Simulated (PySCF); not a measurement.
# Partial charges of `Cc1cpcpc1C(C)C`

C8H12P2.
Geometry (GFN2-xTB, Å), atoms numbered from 1 in this order:
```xyz
22
C8H12P2 angstrom
C      0.8926    2.0378   -0.4432
C      1.2432    0.6115   -0.0952
C      2.6017    0.3195   -0.0742
P      3.4369   -1.1606    0.2394
C      2.1322   -2.2581    0.5056
P      0.4298   -2.0024    0.5363
C      0.2239   -0.2970    0.1894
C     -1.2297    0.1401    0.1373
C     -1.8157   -0.2339   -1.2269
C     -2.0607   -0.4938    1.2522
H      0.4593    2.5488    0.4164
H      0.1776    2.0786   -1.2623
H      1.7822    2.5860   -0.7440
H      3.2710    1.1455   -0.2931
H      2.4282   -3.2843    0.7063
H     -1.2921    1.2238    0.2589
H     -1.7925   -1.3157   -1.3520
H     -2.8466    0.1049   -1.3048
H     -1.2415    0.2152   -2.0348
H     -2.1481   -1.5691    1.1078
H     -1.6003   -0.3105    2.2214
H     -3.0618   -0.0670    1.2588
```

Density: PBE0/pcSseg-1 (PySCF); schemes: Mulliken, IAO, Hirshfeld and ESP-fitted. The structure is a single GFN2-xTB conformer in the gas phase; no vibrational or solvent corrections.

Task: Tabulate the Mulliken, IAO, Hirshfeld and ESP-fitted charges.

Result: In e; atoms taken as equivalent share a row and are averaged (×n: the atom named and its like, n in all):

| atom | environment | Mulliken | IAO | Hirshfeld | ESP-fitted |
| --- | --- | --- | --- | --- | --- |
| C1 | benzylic-type carbon | -0.149 | -0.422 | -0.113 | -0.527 |
| C2 | substituted aromatic carbon | -0.177 | +0.035 | +0.017 | -0.084 |
| C3 | aromatic CH carbon | -0.335 | -0.386 | -0.112 | +0.043 |
| P4 | phosphorus bonded to 2 C | +0.475 | +0.402 | +0.092 | -0.234 |
| C5 | aromatic CH carbon | -0.694 | -0.632 | -0.177 | +0.051 |
| P6 | phosphorus bonded to 2 C | +0.489 | +0.378 | +0.119 | -0.257 |
| C7 | substituted aromatic carbon | -0.409 | -0.209 | -0.040 | +0.136 |
| C8 | benzylic-type carbon | -0.354 | -0.098 | -0.024 | +0.368 |
| C9/C10 | methyl carbon | -0.193 | -0.414 | -0.121 | -0.518 |
| H11/H12/H13 | methyl hydrogen | +0.135 | +0.151 | +0.048 | +0.161 |
| H14 | aromatic hydrogen | +0.123 | +0.156 | +0.040 | +0.127 |
| H15 | aromatic hydrogen | +0.174 | +0.176 | +0.038 | +0.125 |
| H16 | methine hydrogen | +0.122 | +0.132 | +0.038 | 0.000 |
| H17 (×6) | methyl hydrogen | +0.120 | +0.141 | +0.037 | +0.134 |

Mean size of the charges over all atoms: IAO 0.234 e, Mulliken 0.228 e, ESP-fitted 0.194 e, Hirshfeld 0.064 e. Each set sums to the total charge, 0, to within 0.001 e. The IAO scheme projects the occupied orbitals on a minimal set of polarised atomic orbitals and counts the electrons in each atom's part of it.

Some averages cover members that differ in this geometry: C9/C10, ESP-fitted -0.545 to -0.490; H17 (×6), ESP-fitted +0.116 to +0.155; C9/C10, Mulliken -0.206 to -0.180; H11/H12/H13, Mulliken +0.120 to +0.146 e.

Lowest charge. The schemes don't all agree: Mulliken C5 (-0.694); IAO C5 (-0.632); Hirshfeld C5 (-0.177); ESP-fitted C1 (-0.527).

Highest charge. The schemes don't all agree: Mulliken P6 (+0.489); IAO P4 (+0.402); Hirshfeld P6 (+0.119); ESP-fitted C8 (+0.368).

Task: Sum the charges by element.

Result: 
```csv
element,atoms,Mulliken,IAO,Hirshfeld,ESP-fitted
C,8,-2.505,-2.540,-0.693,-1.047
P,2,+0.964,+0.780,+0.211,-0.491
H,12,+1.541,+1.760,+0.482,+1.538
```

Task: How many electrons does the Mulliken scheme count on C2?

Result: Z − q = 6 − (-0.177) = 6.177.
